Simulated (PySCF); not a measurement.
How exact exchange moves a shielding

Molecule: SMILES CO[SiH2]F, CH5FOSi.

Geometry:
```tsv
atom	x (Å)	y (Å)	z (Å)
C1	-1.403	-0.061	-0.666
O2	-0.152	0.572	-0.690
Si3	1.226	0.007	0.003
F4	1.775	-1.287	-0.807
H5	-2.179	0.677	-0.917
H6	-1.638	-0.480	0.330
H7	-1.453	-0.879	-1.404
H8	2.234	1.087	-0.096
H9	0.965	-0.450	1.396
```

GIAO shieldings (ppm, equivalent atoms averaged) in PySCF 2.14.0 with density-fitted response routines on the PBE0-D3(BJ)/def2-SVP geometry, basis pcSseg-2, gas phase, non-relativistic:

| functional | exact exchange (%) | σ(C1) | σ(O2) | σ(Si3) | σ(F4) |
| --- | --- | --- | --- | --- | --- |
| BLYP | 0 | 117.6 | 263.0 | 343.8 | 318.5 |
| BP86 | 0 | 121.9 | 267.6 | 347.8 | 318.4 |
| PBE | 0 | 122.2 | 266.5 | 347.5 | 317.6 |
| B3LYP | 20 | 123.4 | 276.6 | 357.3 | 330.7 |
| PBE0 | 25 | 128.7 | 282.9 | 365.4 | 333.2 |
| mPW1PW91 | 25 | 128.0 | 283.1 | 365.5 | 334.0 |
| HF | 100 | 141.3 | 315.1 | 420.5 | 366.1 |

Question: Fit each shielding as a line in the percentage of exact exchange.

Answer: σ(C1) = 121.1 + 0.21 x (rms 1.9 ppm); σ(O2) = 267.3 + 0.49 x (rms 2.5 ppm); σ(Si3) = 345.9 + 0.74 x (rms 1.9 ppm); σ(F4) = 319.6 + 0.48 x (rms 1.7 ppm). The functionals also differ in their semilocal parts, which the line can't hold; Hartree–Fock has no correlation at all.

Question: What does the line predict for BHandHLYP (50 %), and what does the run give?

Answer: σ(C1): 131.6 predicted, 130.6 computed; σ(O2): 291.8 predicted, 292.8 computed; σ(Si3): 382.9 predicted, 379.0 computed; σ(F4): 343.6 predicted, 345.7 computed ppm.
